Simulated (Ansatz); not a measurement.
Energy difference R1 + R2 → P1, each structure at its B3LYP-D3(BJ)/def2-TZVP stationary point, reached from a drawn start (curvature not checked).
R1: CF3 (SMILES F[C](F)F), charge 0, multiplicity 2.
R2: F atom, charge 0, multiplicity 2.
P1: CF4 (SMILES FC(F)(F)F), charge 0, multiplicity 1.

P less R. No zero-point or thermal terms; singlets are restricted closed shells; open shells are unrestricted; no spin–orbit coupling.

Cores are frozen in the correlated methods.

Programs: Ansatz (Gaussian orbitals). All values are computed, each at the level named.

| level | reaction energy (kcal/mol) |
|---|---|
| SVWN5/def2-TZVPP | -158.03 |
| revPBE/def2-TZVPP | -124.39 |
| B97M-V/def2-TZVPP | -131.60 |
| MP2/cc-pVDZ | -130.94 |
| MP2/cc-pVTZ | -137.23 |
| SCS-MP2/cc-pVQZ | -135.20 |
| CCSD/cc-pVQZ | -128.76 |
| CCSD(T)/cc-pVTZ | … |
| CCSD(T)/cc-pVQZ | … |

Question: Fill in the missing entries.

Answer: 
- CCSD(T)/cc-pVTZ, reaction energy (kcal/mol): -130.26
- CCSD(T)/cc-pVQZ, reaction energy (kcal/mol): -131.70

Ansatz is a quantum-chemistry and plane-wave program.
